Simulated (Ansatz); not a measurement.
Consider the stannylene formation by 1,1-elimination: `C[O][SnH2][O]C` → `C[O][Sn][O]C` + H₂.

Computed with Ansatz on PBE0-D4/def2-TZVP structures; ΔE is electronic, products minus reactants. CCSD(T)/CBS is the MP2 limit (def2-TZVPP, def2-QZVPP) plus CCSD(T) − MP2 in def2-TZVPP, frozen cores. This one scheme is used for every species. Functionals use def2-TZVPP. B3LYP here is the variant with VWN-RPA as its local correlation; programs differ in this. Elements past krypton have def2 core potentials. For Sn outer-core shells are correlated without core-valence functions, which leaves a few kJ/mol of doubt a bond. One conformer a species, not always the lowest.

`C[O][SnH2][O]C`:

```xyz
13

C     0.256    0.170    2.145
O     0.675    0.968    1.065
Sn    1.306    0.117   -0.584
O    -0.203   -0.926   -1.276
C    -1.395   -0.272   -1.635
H    -0.611   -0.453    1.892
H     1.053   -0.492    2.512
H    -0.032    0.831    2.967
H     1.661    1.420   -1.617
H     2.496   -1.048   -0.241
H    -2.097   -1.022   -2.010
H    -1.244    0.471   -2.432
H    -1.865    0.237   -0.784
```

`C[O][Sn][O]C`:

```xyz
11

C    -0.257   -1.002    1.411
O    -1.469   -0.966    0.713
Sn   -2.035   -0.353   -1.077
O    -0.454    0.632   -1.731
C     0.739    1.085   -1.156
H     0.614   -1.082    0.750
H    -0.250   -1.870    2.079
H    -0.128   -0.105    2.030
H     1.545    0.352   -1.284
H     1.051    2.012   -1.651
H     0.644    1.296   -0.084
```

H₂:

Cartesian coordinates in Å:
```
H -0.245 0.077 0.271
H 0.245 -0.077 -0.271
```

CCSD(T)/CBS gives -0.25 eV.

Q: Another level gave -0.11 eV. Which?
A. B3LYP-D4/def2-TZVPP
B. SCS-MP2/def2-TZVPP
C. PBE0/def2-TZVPP
D. B97M-V/def2-TZVPP

A: D. B97M-V -0.11, PBE0 -0.24, SCS-MP2/def2-TZVPP -0.31, B3LYP-D4 -0.52 eV.

Largest T1 diagnostic among the species: 0.017.

From PBE to PBE0 (25 % exact exchange), in def2-TZVPP and without D4, ΔE moves by +0.23 eV. In def2-TZVPP, CCSD(T) changes the Hartree–Fock value by −0.11 eV (the triples alone add −0.03 eV) and MP2 by −0.25 eV. At CCSD(T), def2-SVP lies +0.09 eV from the extrapolated value and def2-TZVPP +0.08 eV.

CCSD(T)/CBS has its own doubt, a few kJ/mol and more with outer-core shells, so smaller differences from it don't rank the levels.
